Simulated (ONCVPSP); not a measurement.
Pseudopotential generation for Ca: ONCV, PBE, scalar-relativistic.

ONCVPSP 4.0.1 input, shortened (lines: element, Z, core and valence counts, functional; n l f; lmax; l rc ep ncon nbas qcut; lloc lpopt rc5 dvloc0; l nproj debl; icmod fcfact rcfact), PBE, scalar-relativistic:

```
  Ca 20.00    3    3        4      upf
    1    0    2.00
    2    0    2.00
    2    1    6.00
    3    0    2.00
    3    1    6.00
    4    0    1.00
    2
    0    2.00    0.00    4    8    6.90
    1    1.40    0.00    4    7   11.80
    2    1.85    0.13    4    7    5.00
    4    4    1.20    0.00
    0    2    1.70
    1    2    0.70
    2    2    3.30
    3    5.25    1.30
```

In the p channel the program set the typed energies aside and used -1.282, 0.250 Ha. In the d channel the program set the typed energies aside and used -0.306, 2.994 Ha.

All-electron outer shells of the reference configuration (PBE, scalar-relativistic, ld1.x):

```
shell  level (eV)  outermost node (bohr)  outermost maximum (bohr)
   3s      -53.99                   0.45                      0.99
   3p      -34.88                   0.42                      1.04
   4s       -8.96                   1.42                      3.13
```

Does the generator finish with these settings?

Yes, a potential is produced and its reference levels are reproduced.

Estimate the cutoffs (Ha) at which the residual kinetic energy of the hardest occupied pseudo-wave falls to 1 and 0.1 mHa per electron.

30 Ha and 40 Ha.

Does the potential have ghost states?

No bound ghost flagged; no localised positive-energy state flagged.

Which valence shell sets the plane-wave cutoff?

3p: 30 Ha for 1 mHa per electron, against 13 Ha for 3s.

Tests: 3s2 3p6 4s2; 3s2 3p6 4s0; 3s2 3p6 4s1.5; 3s2 3p6 3d1 4s1. Which has the largest error in its energy relative to the reference configuration, and how large is it?

3s2 3p6 3d1 4s1, with +11 meV (all-electron minus pseudo) on -4.03 eV.
